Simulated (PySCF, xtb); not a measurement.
H2Te. Atoms are numbered in the order given.

```xyz
3

Te     0.0000     0.0000     0.0439
H      0.0000    -1.1788    -1.1407
H      0.0000     1.1788    -1.1407
```
Charge 0, spin multiplicity 1.

Geometry optimised at PBE-D3(BJ)/def2-TZVPD. The def2 effective core potentials stand for the cores of Te; spin–orbit coupling is left out.

These are IEF-PCM-ωB97X/def2-TZVPD (PySCF) values and carry that method's errors.

The values are the electrostatic part of the solvation free energy, E(continuum) − E(gas) at the gas-phase geometry, in a cavity of scaled van der Waals radii (PySCF's table); cavitation and dispersion terms are not included. In vacuum the orbital gap is 9.89 eV. The dipole moment in vacuum is 0.12 D.

```csv
solvent,ε,ΔG(elec) (kcal/mol),dipole (D),gap (eV)
water,78.36,-1.6,0.31,10.07
"N,N-dimethylformamide",37.22,-1.5,0.30,10.07
toluene,2.37,-0.7,0.20,9.97
```

For comparison, GFN2-xTB/ALPB(water) (xtb, at the GFN2-xTB geometry, all terms of that model) gives -0.9 kcal/mol.
